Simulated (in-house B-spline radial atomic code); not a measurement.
A fraction x of an electron is moved 3d → 5f in Pr⁵⁺, starting from [Kr] 4d10 5s2 5p6 and keeping the highest spin. All numbers are computed (scalar-relativistic (X2C) B3LYP, spin-polarised, spherical fractional occupations; Fermi nucleus of rms radius 4.8919 fm) with an all-electron radial atomic-structure program (B-spline basis), not measured.

Caution: exact exchange at fractional occupations of open shells leaves self-interaction of up to several eV.

```csv
x,E(x) - E(0) (eV),3d down level (eV),5f up level (eV)
0,0.0000,-1000.354,-
0.125,122.2532,-1006.323,-25.521
0.25,245.2011,-1012.292,-25.927
0.375,368.8445,-1018.257,-26.328
0.5,493.1833,-1024.218,-26.725
0.625,?,?,?
0.75,?,?,?
0.875,870.3737,-1042.068,-27.879
1,997.4952,-1048.007,-28.252
```

Q: What belongs in the row x = 0.625?

A: An energy change of 618.2177 eV; 3d down at -1030.173 eV, 5f up at -27.115 eV.

Q: What belongs in the row x = 0.75?

A: An energy change of 743.9478 eV; 3d down at -1036.124 eV, 5f up at -27.500 eV.

Q: Check Janak's theorem between x = 0.125 and 0.25.

A: The slope of the energy is 983.58 eV; the orbital levels give 983.58 eV (ε of the receiving orbital less ε of the emptying one, averaged over the two points).
